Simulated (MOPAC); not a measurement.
Isomers of C3H4O2. Isolated molecules, 0 K electronic values unless said otherwise. One relaxed conformer stands for each flexible species; it need not be the lowest. Strings in code marks are SMILES.

Quantity: electronic energy of isomers of C3H4O2 relative to `C=CC(=O)O` (C–C–C–O torsion 180°, O–C–O–H torsion 0°), in eV. Semi-empirical values (MOPAC) are differences of heats of formation.

Case: `OC#CCO`. Geometry of `OC#CCO` (neutral, multiplicity 1, Å):

```xyz
9

O      2.6849    -0.2979    -0.6115
C      1.3938    -0.2746    -0.3973
C      0.2018    -0.2193    -0.2684
C     -1.2438    -0.1077    -0.1044
O     -1.6468     0.9344     0.7833
H      3.1384    -0.7673     0.1023
H     -1.6490    -1.0271     0.3215
H     -1.7068     0.0242    -1.0904
H     -1.1726     1.7353     0.5334
```

Task: Estimate the electronic energy of isomers of C3H4O2 relative to `C=CC(=O)O` (C–C–C–O torsion 180°, O–C–O–H torsion 0°) that PM6 // B3LYP-D3(BJ)/def2-TZVP (MOPAC) returns for this input.

Result: 2.04 eV.
